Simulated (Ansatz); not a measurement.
`Cl[SiH](Cl)[O][GeH3]` + CH₃SH → `CS[SiH](Cl)Cl` + `[OH][GeH3]`  (ligand exchange at the Si–O bond)

Calculated with Ansatz (gas phase, PBE0-D4/def2-TZVP geometries, no zero-point term in ΔE). CCSD(T)/CBS adds triple-zeta CCSD(T) − MP2 to the extrapolated MP2 energy (def2 sets, frozen cores). This one scheme is used for every species. Functionals use def2-TZVPP. HSE06 is defined as in plane-wave codes. For Ge outer-core shells are correlated without core-valence functions, which leaves a few kJ/mol of doubt a bond. Scalar relativity is left out up to krypton. Each species was taken in one conformer, which may not be the lowest.

`Cl[SiH](Cl)[O][GeH3]`:

Z-matrix (Å, degrees):
```
Si
Cl 1 2.045
O 1 1.603 2 110.8
Cl 1 2.048 2 107.4 3 120.8
H 1 1.469 2 108.9 3 -121.4
Ge 3 1.792 1 135.2 2 67.3
H 6 1.532 3 106.7 1 93.6
H 6 1.531 3 104.8 1 -147.2
H 6 1.534 3 108.2 1 -27.1
```

CH₃SH:

Cartesian coordinates in Å:
```
C 0.016 -0.387 0.303
S -0.034 0.435 -1.305
H 0.912 -0.118 0.862
H 0.044 -1.456 0.096
H -0.875 -0.170 0.890
H -0.063 1.695 -0.846
```

`CS[SiH](Cl)Cl`:

Cartesian coordinates in Å:
```
C 0.843 0.826 -0.986
S 0.872 0.680 0.825
Si -0.684 -0.699 1.109
Cl -2.465 0.002 0.380
Cl -0.317 -2.468 0.145
H 1.057 -0.135 -1.453
H -0.118 1.209 -1.327
H 1.627 1.535 -1.247
H -0.815 -0.950 2.555
```

`[OH][GeH3]`:

```xyz
6

O    -0.654    0.237    1.182
Ge    0.165   -0.247   -0.325
H    -0.652    1.187    1.316
H     0.050   -1.773   -0.345
H     1.637    0.208   -0.292
H    -0.546    0.388   -1.536
```

```csv
level,ΔE (kJ/mol)
LDA (SPW92),54.7
BLYP-D4,63.5
r2SCAN-D4,63.9
HSE06-D4,57.1
r2SCAN,64.3
CCSD/def2-SVP,74.1
MP2/def2-TZVPP,67.5
SCS-MP2/def2-TZVPP,74.1
```

**Question.** What does CCSD(T)/CBS give? (Estimate.)

**Answer.** Computed: +68.1 kJ/mol. The listed levels differ from it by -13.4, -4.6, -4.2, -11.0, -3.8, 6.0, -0.6, 6.0 kJ/mol.

**Question.** What do rigid-rotor, harmonic-oscillator terms from PBE0-D4/def2-TZVP frequencies (298.15 K, 1 bar) make of the CCSD(T)/CBS value? (An estimate is asked.)

**Answer.** Ansatz gave: ΔZPE = +4.1 kJ/mol, ΔH = +72.2 kJ/mol, ΔS = -13 J/(mol·K), ΔG = +75.9 kJ/mol. Modes under 50 cm⁻¹ make the entropy rough.

Largest T1 diagnostic among the species: 0.011.

Leaving LDA and LC-ωPBE aside and taking each functional with its dispersion term where it has one, the values, not all of them listed here, spread over 30.2 kJ/mol, from revPBE-D4 to BHLYP-D4. In def2-TZVPP, CCSD(T) changes the Hartree–Fock value by −20.9 kJ/mol (the triples alone add −4.4 kJ/mol) and MP2 by −26.2 kJ/mol.
